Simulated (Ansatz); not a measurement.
# Nudged elastic band run: C2H8GeSeSi

The input (input.yaml):

```yaml
crystal:
  periodic: [false, false, false]
  atoms:
    - { symbol: C, position_ang: [-0.019714, 1.915489, 0.090579] }
    - { symbol: C, position_ang: [-0.284681, 0.689069, 0.523544] }
    - { symbol: Si, position_ang: [0.612278, -0.117737, 1.974169] }
    - { symbol: Se, position_ang: [-1.736833, -0.329761, -0.277597] }
    - { symbol: Ge, position_ang: [-0.505638, -1.359136, -2.024574] }
    - { symbol: H, position_ang: [-0.56379, 2.377874, -0.725705] }
    - { symbol: H, position_ang: [0.76383, 2.512369, 0.546903] }
    - { symbol: H, position_ang: [-0.343223, -0.395494, 3.070152] }
    - { symbol: H, position_ang: [1.670298, 0.800985, 2.461629] }
    - { symbol: H, position_ang: [1.229644, -1.394883, 1.549288] }
    - { symbol: H, position_ang: [-1.485854, -2.297042, -2.733978] }
    - { symbol: H, position_ang: [0.6734, -2.145714, -1.446551] }
    - { symbol: H, position_ang: [0.010683, -0.290719, -2.99296] }
basis:
  gaussian: { orbitals: def2-SVP }
hamiltonian:
  xc: hf
neb:
  order_check: false
  images: 5
  f_tol: 0.05
  max_iterations: 60
  initial_path: idpp
  optimiser: lbfgs
  climbing: true
  final_atoms:
    - { symbol: C, position_ang: [0.24578192, 1.89137983, 0.12463682] }
    - { symbol: C, position_ang: [-0.22755101, 0.71405816, 0.51433909] }
    - { symbol: Si, position_ang: [0.421766, -0.21973149, 2.01925232] }
    - { symbol: Se, position_ang: [-1.73720006, -0.08294195, -0.42065279] }
    - { symbol: Ge, position_ang: [-0.52150443, -1.25108366, -2.08924777] }
    - { symbol: H, position_ang: [-0.15609917, 2.43085411, -0.72597435] }
    - { symbol: H, position_ang: [1.06602308, 2.36661259, 0.65365529] }
    - { symbol: H, position_ang: [-0.65142687, -0.36513597, 3.02842956] }
    - { symbol: H, position_ang: [1.553591, 0.53832539, 2.60670067] }
    - { symbol: H, position_ang: [0.88687145, -1.56924569, 1.62511796] }
    - { symbol: H, position_ang: [0.49680183, -2.1899527, -1.43788057] }
    - { symbol: H, position_ang: [0.20225124, -0.25193163, -2.9968672] }
    - { symbol: H, position_ang: [-1.55890498, -2.045907, -2.88661003] }
```

Command:

```bash
$ ansatz run input.yaml --threads 2 --pin off --max-ram 3072MiB --backend cpu --events-out ev --progress --plain --runs-dir out
```

Output, in part (warnings, iteration lines, the closing report on the highest movable image, with atoms numbered from 0):

```
NEB end point (image 0): max|allowed force component| = 9.632e-3 eV/Å (the criterion of neb.relax_end_points is 1.000e-2)
NEB end point (image 6): max|allowed force component| = 3.573e-3 eV/Å (the criterion of neb.relax_end_points is 1.000e-2)
NEB iter   1: max|band force component| = 9.216e-1 eV/Å  barrier→ = 0.1970 eV  barrier← = 0.1970 eV  Δτ_max = 0.0149 Å  (251 SCF iters)
NEB iter   2: max|band force component| = 6.000e-1 eV/Å  barrier→ = 0.1688 eV  barrier← = 0.1689 eV  Δτ_max = 0.0604 Å  (165 SCF iters)
NEB iter   3: max|band force component| = 1.613e0 eV/Å  barrier→ = 0.1331 eV  barrier← = 0.1331 eV  Δτ_max = 0.0274 Å  (171 SCF iters)
NEB iter   4: max|band force component| = 2.061e0 eV/Å  barrier→ = 0.1268 eV  barrier← = 0.1268 eV  Δτ_max = 0.0342 Å  (170 SCF iters)
NEB iter   5: max|band force component| = 2.308e0 eV/Å  barrier→ = 0.1395 eV  barrier← = 0.1396 eV  Δτ_max = 0.0175 Å  (173 SCF iters)
NEB iter   6: max|band force component| = 2.822e-1 eV/Å  barrier→ = 0.0920 eV  barrier← = 0.0920 eV  CI = image 3  Δτ_max = 0.0046 Å  (174 SCF iters)
NEB iter   7: max|band force component| = 2.916e-1 eV/Å  barrier→ = 0.0884 eV  barrier← = 0.0885 eV  CI = image 3  Δτ_max = 0.0050 Å  (139 SCF iters)
NEB iter   8: max|band force component| = 3.172e-1 eV/Å  barrier→ = 0.0859 eV  barrier← = 0.0859 eV  CI = image 3  Δτ_max = 0.0053 Å  (141 SCF iters)
NEB iter   9: max|band force component| = 4.011e-1 eV/Å  barrier→ = 0.0839 eV  barrier← = 0.0840 eV  CI = image 3  Δτ_max = 0.0069 Å  (141 SCF iters)
NEB iter  10: max|band force component| = 4.674e-1 eV/Å  barrier→ = 0.0825 eV  barrier← = 0.0825 eV  CI = image 3  Δτ_max = 0.0077 Å  (149 SCF iters)
NEB iter  11: max|band force component| = 5.685e-1 eV/Å  barrier→ = 0.0813 eV  barrier← = 0.0814 eV  CI = image 3  Δτ_max = 0.0097 Å  (148 SCF iters)
NEB iter  12: max|band force component| = 6.720e-1 eV/Å  barrier→ = 0.0809 eV  barrier← = 0.0809 eV  CI = image 3  Δτ_max = 0.0111 Å  (162 SCF iters)
NEB iter  13: max|band force component| = 8.109e-1 eV/Å  barrier→ = 0.0808 eV  barrier← = 0.0808 eV  CI = image 3  Δτ_max = 0.0138 Å  (160 SCF iters)
NEB iter  14: max|band force component| = 9.585e-1 eV/Å  barrier→ = 0.0820 eV  barrier← = 0.0820 eV  CI = image 3  Δτ_max = 0.0069 Å  (164 SCF iters)
NEB iter  15: max|band force component| = 1.914e-1 eV/Å  barrier→ = 0.0744 eV  barrier← = 0.0744 eV  CI = image 3  Δτ_max = 0.0018 Å  (140 SCF iters)
NEB iter  16: max|band force component| = 1.871e-1 eV/Å  barrier→ = 0.0736 eV  barrier← = 0.0736 eV  CI = image 3  Δτ_max = 0.0239 Å  (129 SCF iters)
NEB iter  17: max|band force component| = 4.550e-1 eV/Å  barrier→ = 0.0676 eV  barrier← = 0.0676 eV  CI = image 3  Δτ_max = 0.0078 Å  (138 SCF iters)
NEB iter  18: max|band force component| = 5.458e-1 eV/Å  barrier→ = 0.0677 eV  barrier← = 0.0678 eV  CI = image 3  Δτ_max = 0.0090 Å  (156 SCF iters)
NEB iter  19: max|band force component| = 6.574e-1 eV/Å  barrier→ = 0.0681 eV  barrier← = 0.0681 eV  CI = image 3  Δτ_max = 0.0047 Å  (148 SCF iters)
NEB iter  20: max|band force component| = 1.208e-1 eV/Å  barrier→ = 0.0647 eV  barrier← = 0.0647 eV  CI = image 3  Δτ_max = 0.0011 Å  (139 SCF iters)
NEB iter  21: max|band force component| = 1.190e-1 eV/Å  barrier→ = 0.0644 eV  barrier← = 0.0644 eV  CI = image 3  Δτ_max = 0.0383 Å  (113 SCF iters)
NEB iter  22: max|band force component| = 3.354e-1 eV/Å  barrier→ = 0.0583 eV  barrier← = 0.0583 eV  CI = image 3  Δτ_max = 0.0056 Å  (164 SCF iters)
NEB iter  23: max|band force component| = 4.128e-1 eV/Å  barrier→ = 0.0585 eV  barrier← = 0.0585 eV  CI = image 3  Δτ_max = 0.0030 Å  (139 SCF iters)
NEB iter  24: max|band force component| = 5.370e-2 eV/Å  barrier→ = 0.0572 eV  barrier← = 0.0573 eV  CI = image 3  Δτ_max = 0.0005 Å  (138 SCF iters)
NEB iter  25: max|band force component| = 5.321e-2 eV/Å  barrier→ = 0.0572 eV  barrier← = 0.0572 eV  CI = image 3  Δτ_max = 0.0195 Å  (107 SCF iters)
NEB iter  26: max|band force component| = 1.591e-1 eV/Å  barrier→ = 0.0555 eV  barrier← = 0.0555 eV  CI = image 3  Δτ_max = 0.0025 Å  (137 SCF iters)
NEB iter  27: max|band force component| = 1.606e-1 eV/Å  barrier→ = 0.0555 eV  barrier← = 0.0555 eV  CI = image 3  Δτ_max = 0.0028 Å  (135 SCF iters)
NEB iter  28: max|band force component| = 2.093e-1 eV/Å  barrier→ = 0.0555 eV  barrier← = 0.0555 eV  CI = image 3  Δτ_max = 0.0034 Å  (137 SCF iters)
NEB iter  29: max|band force component| = 2.378e-1 eV/Å  barrier→ = 0.0556 eV  barrier← = 0.0556 eV  CI = image 3  Δτ_max = 0.0018 Å  (137 SCF iters)
NEB iter  30: max|band force component| = 3.172e-2 eV/Å  barrier→ = 0.0551 eV  barrier← = 0.0551 eV  CI = image 3  Δτ_max = 0.0522 Å  (136 SCF iters)
NEB iter  31: max|band force component| = 9.540e-2 eV/Å  barrier→ = 0.0545 eV  barrier← = 0.0546 eV  CI = image 3  Δτ_max = 0.0261 Å  (35 SCF iters)
NEB iter  32: max|band force component| = 7.338e-2 eV/Å  barrier→ = 0.0538 eV  barrier← = 0.0538 eV  CI = image 3  Δτ_max = 0.0131 Å  (167 SCF iters)
NEB iter  33: max|band force component| = 7.940e-2 eV/Å  barrier→ = 0.0532 eV  barrier← = 0.0532 eV  CI = image 3  Δτ_max = 0.0065 Å  (142 SCF iters)
NEB iter  34: max|band force component| = 3.021e-2 eV/Å  barrier→ = 0.0529 eV  barrier← = 0.0530 eV  CI = image 3  Δτ_max = 0.0000 Å  (318 SCF iters)
Total energy: -131806.82317820 eV, -4843.8114099253 hartree
Atom 0 at     0.512800     1.836819     0.388855 Å, force     0.019437    -0.030296    -0.026310 eV/Å
Atom 1 at    -0.166702     0.710317     0.562631 Å, force    -0.018868     0.011393     0.025728 eV/Å
Atom 2 at     0.135517    -0.473610     1.998019 Å, force    -0.003579     0.007378     0.010031 eV/Å
Atom 3 at    -1.647047     0.275963    -0.623002 Å, force     0.028792     0.013696    -0.012802 eV/Å
Atom 4 at    -0.457509    -0.976736    -2.264846 Å, force    -0.009705    -0.013819    -0.010010 eV/Å
Atom 5 at     0.308405     2.524653    -0.423895 Å, force    -0.013603     0.010259     0.005063 eV/Å
Atom 6 at     1.318780     2.111560     1.062108 Å, force    -0.011255     0.009459     0.009341 eV/Å
Atom 7 at    -1.074735    -0.550842     2.847333 Å, force     0.010860    -0.013758     0.004438 eV/Å
Atom 8 at     1.278065     0.020668     2.805711 Å, force    -0.005718    -0.006528    -0.004163 eV/Å
Atom 9 at     0.445192    -1.831410     1.490554 Å, force    -0.002499     0.012115    -0.014073 eV/Å
Atom 10 at    -0.941839    -2.430784    -2.280462 Å, force     0.002375     0.019349     0.009154 eV/Å
Atom 11 at     1.028215    -0.905165    -1.910831 Å, force    -0.001568    -0.008493    -0.010626 eV/Å
Atom 12 at    -0.718741    -0.346133    -3.637277 Å, force     0.005332    -0.010755     0.014231 eV/Å
Dipole moment:     0.329666     0.060073    -0.114819 e Å
```

The forces met the threshold. The band force fell under the threshold earlier too, but the program's further tests of the path sent the band on. The order of the stationary point at the top wasn't checked.

Final band (atoms are numbered from 1 in the order of the input):

| image | path coordinate (Å) | energy (kJ/mol) | dihedral C2–Se4–Ge5–H12 (°) |
| --- | --- | --- | --- |
| 0 | 0.00 | 0.0 | 57 |
| 1 | 0.82 | 1.2 | 37 |
| 2 | 1.64 | 3.9 | 17 |
| 3 | 2.46 | 5.1 | -5 |
| 4 | 3.29 | 3.5 | -26 |
| 5 | 4.11 | 1.1 | -46 |
| 6 | 4.93 | 0.0 | -65 |

The run took 11 min on 2 threads of AMD EPYC 7B13 (Zen 3), on a shared host, peak memory 0.53 GiB.
